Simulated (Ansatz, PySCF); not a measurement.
Reaction R1 + R2 → P1 + P2, each structure at its B3LYP-D3(BJ)/def2-TZVP stationary point, reached from a drawn start (curvature not checked).
P1: H2 (SMILES [H][H]), charge 0, multiplicity 1.
R1: H2O (SMILES O), charge 0, multiplicity 1.
P2: BHO2 (SMILES O=BO), charge 0, multiplicity 1.
R2, BHO (SMILES B=O) (charge 0, multiplicity 1):
```xyz
3

H      0.00000     0.00000    -1.17842
B      0.00000     0.00000    -0.01032
O      0.00000     0.00000     1.18874
```

P less R. No zero-point or thermal terms.

Correlated levels freeze the cores. CBS: X⁻³ extrapolation of the correlation energy, Hartree–Fock from the larger set.

Codes used: Ansatz (a first-principles code); PySCF for the D3/D4 terms. No computed number here is a measurement.

PBE/def2-TZVPP gives -15.41 kcal/mol for the reaction energy.

Task: Where do these levels fall relative to PBE: PBE-D3(BJ)/def2-TZVPP, r2SCAN/def2-TZVPP, B3LYP/def2-TZVPP, wB97M-V/def2-TZVPP, B2PLYP/def2-TZVPP, MP2/CBS(cc-pVTZ, cc-pVQZ), CCSD(T)/CBS(cc-pVTZ, cc-pVQZ).

Result: PBE-D3(BJ)/def2-TZVPP -0.23; r2SCAN/def2-TZVPP -1.41; B3LYP/def2-TZVPP 0.18; wB97M-V/def2-TZVPP 0.55; B2PLYP/def2-TZVPP 0.70; MP2/CBS(cc-pVTZ, cc-pVQZ) 1.21; CCSD(T)/CBS(cc-pVTZ, cc-pVQZ) 1.66 kcal/mol. 5 of 7 lie above PBE; the widest gap is to CCSD(T)/CBS(cc-pVTZ, cc-pVQZ).
